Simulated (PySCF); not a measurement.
Al2(mu-Me)2(F)4, C2H6Al2F4, singlet at its PBE0/def2-SVP optimised geometry (Å):

```
14

Al    -1.2587    -0.0206     0.0000
Al     1.2633    -0.0206     0.0000
C      0.0041    -0.0797     1.6612
H     -0.8509     0.4686     2.1043
H      0.8450     0.4920     2.1022
H      0.0181    -1.0945     2.0858
F     -2.0656     1.4355     0.0000
F     -2.1374    -1.4327     0.0056
C      0.0004    -0.0899    -1.6604
H      0.8576     0.4528    -2.1063
H     -0.8382     0.4820    -2.1051
H     -0.0158    -1.1072    -2.0785
F      2.0730     1.4338    -0.0108
F      2.1374    -1.4355     0.0030
```

Calculation: PBE0/def2-TZVP (PySCF 2.14.0). Cells within 0.4 Å of a nucleus heavier than hydrogen are left out (blank, or x).

Map of the electron localisation function on the plane z = 0.0 Å:

```
|0000000000000000000000000000000|
|0000000000000000000000000000000|
|0000000000000000000000000000000|
|0000000000000000000000000000000|
|0000000000000000000000000000000|
|0000000011000000000001100000000|
|0000001233210000000123321000000|
|0000124676531000001356764210000|
|0000257999852000002589997520000|
|00013699x9973000003799x99731000|
|0001479xxx97400000479xxx9741000|
|00014799xx97300000379xx99741000|
|0001258999731011101379998521000|
|0000135783010023200103875310000|
|00000012119x7024207xx1121000000|
|0000000004xxx02520xxx5000000000|
|0000012311xx8024208xx1132100000|
|0000136872020023200202776310000|
|0001368999610011100169998631000|
|0002479xx9962000002699xx9742000|
|0002589xxx97300000379xxx9852000|
|00014799x9962000002699x99741000|
|0000258999752000002579998520000|
|0000125676531000001356765310000|
|0000012333210000000123332100000|
|0000000011000000000001100000000|
|0000000000000000000000000000000|
|0000000000000000000000000000000|
|0000000000000000000000000000000|
|0000000000000000000000000000000|
|0000000000000000000000000000000|
```
Scale: ten equal steps from 0.000 (start of '0') to 0.865 (end of '9'), in the order '0123456789'; x runs from -4.50 to 4.50, y from -4.50 (bottom) to 4.50 (top).
